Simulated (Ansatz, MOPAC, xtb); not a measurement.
Spectroscopic constants of GaO, multiplicity 2 (the spin of the measured ground state). No spin–orbit coupling. Ga is treated without relativity. The T1 diagnostic near the minimum is 0.054, so single-reference values are doubtful.

Constants: fifth-degree fit in 1/R to seven points, most abundant isotopes. In def2 and cc sets the state is the lowest found near the PBE0 minimum, followed along R.

Programs: Ansatz (a first-principles code); MOPAC for PM3, PM7 (differences of heats of formation); xtb for the GFN methods. Values without a source in brackets are computed. The GFN methods have no spin term and hold the electronic entropy of 300 K.

```tsv
level	r_e (Å)	ω_e (cm⁻¹)	B_e (cm⁻¹)	ω_e x_e (cm⁻¹)	D_e (eV)	dipole (D)
PM3	1.780	942	0.410	16	-	-
PM7	1.715	743	0.442	3.9	-	-
GFN1-xTB	1.687	750	0.456	5.2	-	-
GFN2-xTB	1.646	722	0.479	4.5	-	-
SVWN5/def2-TZVPP	1.679	817	0.461	5.2	5.73	3.56
PBE/def2-TZVPP	1.711	757	0.444	5.4	4.80	3.55
r2SCAN/def2-TZVPP	1.696	775	0.452	6.0	4.51	3.58
B97M-V/def2-TZVPP	1.703	747	0.448	6.4	4.39	3.48
B3LYP/def2-TZVPP	1.721	717	0.438	5.5	4.24	3.66
PBE0/def2-TZVPP	1.705	741	0.447	5.8	4.16	3.70
BHLYP/def2-TZVPP	1.733	674	0.432	4.0	3.57	3.58
CAM-B3LYP/def2-TZVPP	1.711	720	0.444	5.5	4.22	3.70
wB97X-V/def2-TZVPP	1.709	720	0.445	5.7	4.23	3.75
wB97M-V/def2-TZVPP	1.713	711	0.443	6.0	4.18	3.77
B2PLYP/def2-TZVPP	1.695	737	0.452	6.3	4.24	-
CCSD/def2-TZVPP	1.710	746	0.444	5.6	3.85	-
CCSD/def2-QZVPP	1.699	755	0.450	5.9	4.00	-
CCSD(T)/def2-TZVPP	1.706	758	0.446	5.6	4.13	-
CCSD(T)/def2-QZVPP	1.696	769	0.452	6.1	4.30	-
CCSD(T)/CBS(def2-TZVPP, def2-QZVPP)	1.691	774	0.454	6.2	-	-
```

D_e counts from each atom's lowest state at the same level, without counterpoise or zero-point energy.

Correlated levels freeze the inner cores; with def2 sets outer-core shells near the valence are correlated too. CBS(a, b) extrapolates the correlation energy as X⁻³ and adds the Hartree–Fock energy of set b. The state that PM3, PM7 reach isn't checked; PM7 holds dispersion and hydrogen-bond terms.

Doubts at one or more of the structures used: T1 above 0.05 (CCSD/def2-TZVPP, CCSD/def2-QZVPP, CCSD(T)/def2-TZVPP, CCSD(T)/def2-QZVPP, CCSD(T)/CBS(def2-TZVPP, def2-QZVPP)).

Measured for the ground state: ω_e 767.5 cm-1, ω_e x_e 6.24 cm-1 [Huber and Herzberg (1979), NIST Chemistry WebBook]. D_0 3.838 ± 0.22 eV (a handbook's tabulated 298 K bond energy less 3RT/2; such tables hold older values) [Luo, bond dissociation energies, CRC Handbook].
